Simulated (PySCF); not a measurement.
CF, SMILES F[C] (connectivity only; charge and spin as stated), neutral, multiplicity 2.

Geometry: PBE0-D3(BJ)/def2-TZVPD.

Level of theory: M06-2X/def2-TZVPD run with PySCF.

Isolated molecule, no solvent.

Computed frontier levels, dipole moment:
The α spin, highest occupied and lowest empty level is -7.52 and -1.56 eV and the β spin, highest occupied and lowest empty level comes out as -12.12 and -1.04 eV. The dipole moment is 0.68 D and the ⟨S²⟩ comes out as 0.753 (pure state 0.75).
